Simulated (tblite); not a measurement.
C4HF3O3S.
Bonds: O1–C2 (double), C2–C3, C3–C4 (double), C4–S5, S5–O6 (double), S5–O7 (double), S5–C8, C8–F9, C8–F10, C8–F11, C2–C4. Hydrogens: H12 on C3.

Computed with GFN2-xTB (tblite), gas phase: L-BFGS steps from a force-field or distance-geometry start until the largest atomic force falls under 0.01 eV/Å.

Step 16: E = -1049.2908 eV
```
atom  x, y, z in Å  |  force x, y, z in eV/Å
O1     -3.1387   -1.4178    0.9122   -0.072   0.071  -0.031
C2     -2.3275   -0.6713    0.5012    0.039  -0.065   0.041
C3     -1.8702    0.5439   -0.1021    0.099  -0.005  -0.041
C4     -0.9300   -0.3555    0.2518   -0.010  -0.020   0.058
S5      0.7889   -0.7868    0.2992    0.043  -0.058  -0.006
O6      0.9802   -1.8599   -0.6139    0.055  -0.017  -0.012
O7      1.1873   -0.9039    1.6591    0.038   0.042  -0.019
C8      1.6869    0.7149   -0.4496   -0.045   0.048  -0.053
F9      1.4792    1.8031    0.2841   -0.006  -0.018   0.072
F10     2.9821    0.4920   -0.5563   -0.043  -0.026   0.063
F11     1.1815    0.9410   -1.6591   -0.057  -0.014  -0.061
H12    -2.0187    1.4997   -0.5526   -0.041   0.061  -0.011
```

Step 17: E = -1049.2928 eV
```
atom  x, y, z in Å  |  force x, y, z in eV/Å
O1     -3.1489   -1.4149    0.9124    0.019   0.142  -0.075
C2     -2.3314   -0.6731    0.5019    0.001  -0.068   0.050
C3     -1.8672    0.5413   -0.1023    0.050   0.012  -0.037
C4     -0.9325   -0.3609    0.2548    0.007  -0.078   0.076
S5      0.7882   -0.7894    0.3001    0.078  -0.042  -0.064
O6      0.9839   -1.8631   -0.6124    0.035   0.001   0.017
O7      1.1943   -0.8995    1.6581    0.025   0.033  -0.016
C8      1.6825    0.7151   -0.4525   -0.020   0.071  -0.048
F9      1.4764    1.8008    0.2862   -0.029  -0.021   0.066
F10     2.9785    0.4939   -0.5562   -0.042  -0.049   0.064
F11     1.1841    0.9495   -1.6636   -0.074  -0.031  -0.033
H12    -2.0067    1.4998   -0.5525   -0.050   0.030   0.000
```

Step 18: E = -1049.2951 eV
```
atom  x, y, z in Å  |  force x, y, z in eV/Å
O1     -3.1609   -1.4094    0.9115    0.092   0.184  -0.102
C2     -2.3346   -0.6752    0.5029   -0.037  -0.035   0.041
C3     -1.8627    0.5389   -0.1036    0.005   0.014  -0.016
C4     -0.9351   -0.3676    0.2594    0.037  -0.110   0.067
S5      0.7891   -0.7930    0.3008    0.092  -0.006  -0.106
O6      0.9903   -1.8670   -0.6107    0.012   0.011   0.040
O7      1.2038   -0.8946    1.6568    0.012   0.023  -0.020
C8      1.6765    0.7162   -0.4565    0.000   0.067  -0.022
F9      1.4724    1.7975    0.2899   -0.054  -0.020   0.039
F10     2.9731    0.4944   -0.5547   -0.038  -0.063   0.050
F11     1.1852    0.9582   -1.6694   -0.077  -0.036   0.011
H12    -1.9959    1.5009   -0.5523   -0.042  -0.029   0.018
```

Step 19: E = -1049.2974 eV
```
atom  x, y, z in Å  |  force x, y, z in eV/Å
O1     -3.1715   -1.4017    0.9093    0.099   0.164  -0.094
C2     -2.3365   -0.6761    0.5036   -0.049   0.024   0.014
C3     -1.8577    0.5368   -0.1055   -0.006   0.000   0.017
C4     -0.9367   -0.3744    0.2646    0.067  -0.094   0.028
S5      0.7919   -0.7962    0.3006    0.072   0.032  -0.107
O6      0.9985   -1.8706   -0.6090   -0.006   0.007   0.041
O7      1.2141   -0.8903    1.6550    0.004   0.019  -0.029
C8      1.6701    0.7181   -0.4605    0.008   0.033   0.016
F9      1.4672    1.7938    0.2943   -0.072  -0.011   0.001
F10     2.9668    0.4928   -0.5519   -0.030  -0.057   0.025
F11     1.1842    0.9651   -1.6748   -0.067  -0.028   0.054
H12    -1.9890    1.5021   -0.5518   -0.021  -0.089   0.033
```

**Question.** Estimate the geometry and energy of step 20. (The exact step hangs on the optimiser's Hessian estimate; all steps are aligned on step 19, rigid shifts and turns removed.)

**Answer.** E = -1049.2995 eV, largest force 0.126 eV/Å
```
atom  x, y, z in Å  |  force x, y, z in eV/Å
O1     -3.1795   -1.3929    0.9062    0.041   0.088  -0.052
C2     -2.3375   -0.6752    0.5038   -0.025   0.085  -0.021
C3     -1.8527    0.5351   -0.1070    0.019  -0.018   0.046
C4     -0.9369   -0.3807    0.2692    0.083  -0.044  -0.023
S5      0.7958   -0.7983    0.2995    0.028   0.052  -0.066
O6      1.0064   -1.8738   -0.6072   -0.013  -0.006   0.019
O7      1.2235   -0.8869    1.6526    0.001   0.021  -0.037
C8      1.6645    0.7200   -0.4635    0.003  -0.013   0.048
F9      1.4612    1.7905    0.2983   -0.074   0.003  -0.030
F10     2.9606    0.4896   -0.5487   -0.017  -0.034  -0.002
F11     1.1815    0.9698   -1.6783   -0.048  -0.014   0.081
H12    -1.9857    1.5021   -0.5509    0.004  -0.121   0.036
```

The energy changes by -0.0021 eV. The first-order estimate −F·Δx gives -0.0029 eV and the mean of the old and new forces, exact on a quadratic surface, -0.0021 eV. The step makes an angle of 71° with the force vector and moves no atom by more than 0.012 Å.

The cost below is that of the whole relaxation. Hardware: Arm Neoverse N1, one thread, shared host with 64 logical CPUs at a one-minute load of 31. Cost: 0.55 s wall.
